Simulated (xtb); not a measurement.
C3F5, doublet, geometry from GFN2-xTB. Base run: GFN2-xTB (xtb).

Here is a job for xtb.
```
$ xtb mol.xyz --gfn 2 --uhf 1 --json

# file mol.xyz
8

F      2.60094538     1.14283506     0.08089861
C      1.43096998     0.69793299    -0.24220788
C      0.44692092     0.10911001     0.37558517
F      0.44992855    -0.20912959     1.70017522
C     -0.83543288    -0.29579618    -0.32144863
F     -1.90245541     0.30342010     0.21057985
F     -0.79671474     0.03356214    -1.61483549
F     -1.04667580    -1.61151893    -0.25143729
```

Each row names what was changed in the base input (with any setting that the change needs).

```json
[
 {"change": "base", "ΔE vs base (kJ/mol)": "0.00", "dipole (D)": "1.90", "SCF cycles": "10"},
 {"change": "etemp = 1000", "ΔE vs base (kJ/mol)": "-0.01", "dipole (D)": "1.90", "SCF cycles": "10"},
 {"change": "etemp = 5000", "ΔE vs base (kJ/mol)": "-16.32", "dipole (D)": "1.59", "SCF cycles": "10"},
 {"change": "acc = 1000", "ΔE vs base (kJ/mol)": "0.00", "dipole (D)": "1.89", "SCF cycles": "6"},
 {"change": "acc = 0.0001", "ΔE vs base (kJ/mol)": "0.00", "dipole (D)": "1.90", "SCF cycles": "17"},
 {"change": "gbsa = thf", "ΔE vs base (kJ/mol)": "-7.74", "dipole (D)": "2.11", "SCF cycles": "10"}
]
```

ALPB and GBSA are two models with their own fitted parameters for each solvent, which aren't always the measured dielectric constant.
